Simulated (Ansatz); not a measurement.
`C[Se][InH][Cl]` + HCl → `[Cl][InH][Cl]` + `C[SeH]`  (ligand exchange at the In–Se bond)

Gas-phase electronic energies from Ansatz, PBE0-D4/def2-TZVP geometries. CCSD(T)/CBS is the MP2 limit (def2-TZVPP, def2-QZVPP) plus CCSD(T) − MP2 in def2-TZVPP, frozen cores. This one scheme is used for every species. DFT in def2-TZVPP. B3LYP here is the variant with VWN-RPA as its local correlation; programs differ in this. HSE06 is defined as in plane-wave codes. Elements past krypton have def2 core potentials. For In, Se outer-core shells are correlated without core-valence functions, which leaves a few kJ/mol of doubt a bond. Scalar relativity is left out up to krypton. Each species was taken in one conformer, which may not be the lowest.

`C[Se][InH][Cl]`:

Z-matrix (Å, degrees):
```
C
Se 1 1.962
H 1 1.086 2 110.5
H 1 1.089 2 105.6 3 119.0
H 1 1.086 2 110.3 3 -122.1
In 2 2.475 1 99.1 3 57.8
Cl 6 2.344 2 111.2 1 -0.6
H 6 1.701 2 131.3 1 179.7
```

HCl:

Z-matrix (Å, degrees):
```
Cl
H 1 1.279
```

`[Cl][InH][Cl]`:

Cartesian coordinates in Å:
```
Cl -0.193 2.051 -0.756
In -0.044 -0.042 0.216
Cl 0.616 -1.653 -1.306
H -0.379 -0.357 1.846
```

`C[SeH]`:

Cartesian coordinates in Å:
```
C -0.142 -0.240 0.469
Se 0.525 1.218 -0.639
H -1.165 -0.489 0.198
H -0.121 0.129 1.494
H 0.505 -1.110 0.387
H 0.399 0.493 -1.909
```

```json
{"level": "LDA (SPW92)", "ΔE (kJ/mol)": "4.7", "difference from CCSD(T)/CBS": "3.7"}
{"level": "revPBE-D4", "ΔE (kJ/mol)": "0.6", "difference from CCSD(T)/CBS": "-0.4"}
{"level": "BLYP-D4", "ΔE (kJ/mol)": "-0.5", "difference from CCSD(T)/CBS": "-1.5"}
{"level": "r2SCAN-D4", "ΔE (kJ/mol)": "-3.8", "difference from CCSD(T)/CBS": "-4.8"}
{"level": "B97M-V", "ΔE (kJ/mol)": "-12.7", "difference from CCSD(T)/CBS": "-13.7"}
{"level": "PBE0-D4", "ΔE (kJ/mol)": "-1.3", "difference from CCSD(T)/CBS": "-2.3"}
{"level": "B3LYP-D4", "ΔE (kJ/mol)": "-2.6", "difference from CCSD(T)/CBS": "-3.6"}
{"level": "r2SCANh-D4", "ΔE (kJ/mol)": "-4.0", "difference from CCSD(T)/CBS": "-5.0"}
{"level": "r2SCAN0-D4", "ΔE (kJ/mol)": "-4.4", "difference from CCSD(T)/CBS": "-5.4"}
{"level": "HSE06-D4", "ΔE (kJ/mol)": "-1.2", "difference from CCSD(T)/CBS": "-2.2"}
{"level": "BHLYP-D4", "ΔE (kJ/mol)": "-5.5", "difference from CCSD(T)/CBS": "-6.5"}
{"level": "CAM-B3LYP-D4", "ΔE (kJ/mol)": "-8.0", "difference from CCSD(T)/CBS": "-9.0"}
{"level": "ωB97X-V", "ΔE (kJ/mol)": "-9.3", "difference from CCSD(T)/CBS": "-10.3"}
{"level": "ωB97M-V", "ΔE (kJ/mol)": "-6.9", "difference from CCSD(T)/CBS": "-7.9"}
{"level": "B2PLYP", "ΔE (kJ/mol)": "-6.5", "difference from CCSD(T)/CBS": "-7.5"}
{"level": "revPBE", "ΔE (kJ/mol)": "-7.0", "difference from CCSD(T)/CBS": "-8.0"}
{"level": "BLYP", "ΔE (kJ/mol)": "-9.4", "difference from CCSD(T)/CBS": "-10.4"}
{"level": "r2SCAN", "ΔE (kJ/mol)": "-5.1", "difference from CCSD(T)/CBS": "-6.1"}
{"level": "PBE0", "ΔE (kJ/mol)": "-5.6", "difference from CCSD(T)/CBS": "-6.6"}
{"level": "B3LYP", "ΔE (kJ/mol)": "-10.2", "difference from CCSD(T)/CBS": "-11.2"}
{"level": "r2SCAN0", "ΔE (kJ/mol)": "-6.0", "difference from CCSD(T)/CBS": "-7.0"}
{"level": "HSE06", "ΔE (kJ/mol)": "-5.4", "difference from CCSD(T)/CBS": "-6.4"}
{"level": "BHLYP", "ΔE (kJ/mol)": "-13.6", "difference from CCSD(T)/CBS": "-14.6"}
{"level": "CAM-B3LYP", "ΔE (kJ/mol)": "-12.8", "difference from CCSD(T)/CBS": "-13.8"}
{"level": "LC-ωPBE", "ΔE (kJ/mol)": "-12.0", "difference from CCSD(T)/CBS": "-13.0"}
{"level": "RPA@PBE/def2-TZVPP", "ΔE (kJ/mol)": "-3.0", "difference from CCSD(T)/CBS": "-4.0"}
{"level": "HF/def2-SVP", "ΔE (kJ/mol)": "-26.7", "difference from CCSD(T)/CBS": "-27.7"}
{"level": "CCSD/def2-SVP", "ΔE (kJ/mol)": "-11.4", "difference from CCSD(T)/CBS": "-12.4"}
{"level": "CCSD(T)/def2-SVP", "ΔE (kJ/mol)": "-9.2", "difference from CCSD(T)/CBS": "-10.2"}
{"level": "HF/def2-TZVPP", "ΔE (kJ/mol)": "-23.5", "difference from CCSD(T)/CBS": "-24.5"}
{"level": "MP2/def2-TZVPP", "ΔE (kJ/mol)": "2.4", "difference from CCSD(T)/CBS": "1.4"}
{"level": "SCS-MP2/def2-TZVPP", "ΔE (kJ/mol)": "-3.5", "difference from CCSD(T)/CBS": "-4.5"}
{"level": "CCSD/def2-TZVPP", "ΔE (kJ/mol)": "-5.0", "difference from CCSD(T)/CBS": "-6.0"}
{"level": "CCSD(T)/def2-TZVPP", "ΔE (kJ/mol)": "-2.0", "difference from CCSD(T)/CBS": "-3.0"}
{"level": "HF/def2-QZVPP", "ΔE (kJ/mol)": "-24.3", "difference from CCSD(T)/CBS": "-25.3"}
{"level": "MP2/def2-QZVPP", "ΔE (kJ/mol)": "3.8", "difference from CCSD(T)/CBS": "2.8"}
{"level": "SCS-MP2/def2-QZVPP", "ΔE (kJ/mol)": "-2.6", "difference from CCSD(T)/CBS": "-3.6"}
{"level": "HF/CBS(def2)", "ΔE (kJ/mol)": "-24.4", "difference from CCSD(T)/CBS": "-25.4"}
{"level": "MP2/CBS(def2)", "ΔE (kJ/mol)": "5.3", "difference from CCSD(T)/CBS": "4.3"}
{"level": "CCSD/CBS(def2)", "ΔE (kJ/mol)": "-2.0", "difference from CCSD(T)/CBS": "-3.0"}
{"level": "CCSD(T)/CBS", "ΔE (kJ/mol)": "1.0", "difference from CCSD(T)/CBS": "0"}
```

Largest T1 diagnostic among the species: 0.013.

The D4 term adds +7.6 kJ/mol with B3LYP and +4.3 kJ/mol with PBE0; it sums over pairs of atoms, weighted by their polarisabilities, and B3LYP, whose exchange is more repulsive, gets the larger term. In def2-TZVPP, CCSD(T) changes the Hartree–Fock value by +21.6 kJ/mol (the triples alone add +3.0 kJ/mol) and MP2 by +25.9 kJ/mol. At CCSD(T), def2-SVP lies −10.2 kJ/mol from the extrapolated value and def2-TZVPP −3.0 kJ/mol.
